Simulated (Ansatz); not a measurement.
Mulliken charges of C$_{2}$H$_{6}$InS, SMILES `C[S][In][CH3]` radical from PBE/def2-TZVPP in Ansatz (PBE0-D4/def2-TZVP geometry).

| atom | x (Å) | y (Å) | z (Å) | charge (e) |
| --- | --- | --- | --- | --- |
| C1 | -0.590 | 1.463 | -0.898 | -0.278 |
| S2 | 1.070 | 1.952 | -0.329 | -0.329 |
| In3 | 1.796 | -0.054 | 0.831 | 0.432 |
| C4 | 0.337 | -1.701 | 0.869 | -0.541 |
| H5 | -0.541 | 0.670 | -1.643 | 0.119 |
| H6 | -1.227 | 1.146 | -0.071 | 0.118 |
| H7 | -1.041 | 2.342 | -1.359 | 0.124 |
| H8 | 0.754 | -2.574 | 1.367 | 0.126 |
| H9 | -0.550 | -1.352 | 1.401 | 0.114 |
| H10 | 0.076 | -1.943 | -0.163 | 0.115 |

Q: By hand: the dipole of these point charges (1 e Å = 4.8032 D).

A: Σ q r = (0.108, -0.349, 0.188) e Å, of length 0.411 e Å = 1.97 D.

Q: How does the dipole of the full density compare? (Estimate.)

A: Computed: (-0.211, -0.376, 0.057) e Å, 2.09 D; the point charges give 0.94 times that, at 48° from its direction.

Point charges leave out the atoms' own dipoles, such as those of lone pairs, and Mulliken's split depends on the basis, so the two needn't agree.
